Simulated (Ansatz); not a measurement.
Molecule: C₄H₁₀Si₂, charge 0, multiplicity 1. 
Geometry from a B3LYP-D3(BJ)/def2-TZVP (Ansatz, an electronic-structure program) optimisation:
SMILES: [SiH3]CC#CC[SiH3]
```xyz
16

Si     2.6772     0.9986     0.0040
C      2.0855    -0.8017     0.0689
C      0.6626    -0.8839    -0.2042
C     -0.5168    -0.8927    -0.4451
C     -1.9490    -0.8606    -0.6764
Si    -2.7895     0.3699     0.4961
H      4.1331     1.0538     0.2856
H      1.9533     1.7966     1.0185
H      2.4200     1.5603    -1.3409
H      2.6602    -1.3889    -0.6541
H      2.3156    -1.2084     1.0585
H     -2.3943    -1.8495    -0.5294
H     -2.1700    -0.5660    -1.7070
H     -4.2510     0.3824     0.2393
H     -2.2425     1.7260     0.2689
H     -2.5455    -0.0317     1.8995
```
Charge 0, spin multiplicity 1.

Wanted: vertical triplet-singlet gap (E(triplet) - E(singlet); each state is the SCF solution reached for its spin; for the triplet the Hartree-Fock reference is unstable and T1 is 0.023), in eV. Cores are frozen in the correlated levels unless marked. UHF or UKS for open shells. Spin-orbit coupling is left out. No relativistic terms. 

```json
[
 {"level": "HF/aug-cc-pV(T+d)Z", "program": "Ansatz", "vertical triplet-singlet gap (eV)": "5.08"},
 {"level": "SVWN5/def2-TZVPD", "program": "Ansatz", "vertical triplet-singlet gap (eV)": "5.36"},
 {"level": "PBE/def2-TZVPD", "program": "Ansatz", "vertical triplet-singlet gap (eV)": "5.21"},
 {"level": "r2SCAN/def2-TZVPD", "program": "Ansatz", "vertical triplet-singlet gap (eV)": "5.20"},
 {"level": "B3LYP/def2-TZVPD", "program": "Ansatz", "vertical triplet-singlet gap (eV)": "5.43"},
 {"level": "PBE0/def2-TZVPD", "program": "Ansatz", "vertical triplet-singlet gap (eV)": "5.36"},
 {"level": "BHLYP/def2-TZVPD", "program": "Ansatz", "vertical triplet-singlet gap (eV)": "5.50"},
 {"level": "CAM-B3LYP/def2-TZVPD", "program": "Ansatz", "vertical triplet-singlet gap (eV)": "5.56"},
 {"level": "wB97M-V/def2-TZVPD", "program": "Ansatz", "vertical triplet-singlet gap (eV)": "5.76"},
 {"level": "wB97X-V/def2-TZVPD", "program": "Ansatz", "vertical triplet-singlet gap (eV)": "5.75"},
 {"level": "B2PLYP/def2-TZVPD", "program": "Ansatz", "vertical triplet-singlet gap (eV)": "5.77"},
 {"level": "RI-MP2/aug-cc-pV(T+d)Z", "program": "Ansatz", "vertical triplet-singlet gap (eV)": "6.42"},
 {"level": "CCSD/aug-cc-pV(D+d)Z", "program": "Ansatz", "vertical triplet-singlet gap (eV)": "5.83"},
 {"level": "CCSD(T)/aug-cc-pV(D+d)Z", "program": "Ansatz", "vertical triplet-singlet gap (eV)": "5.85"}
]
```
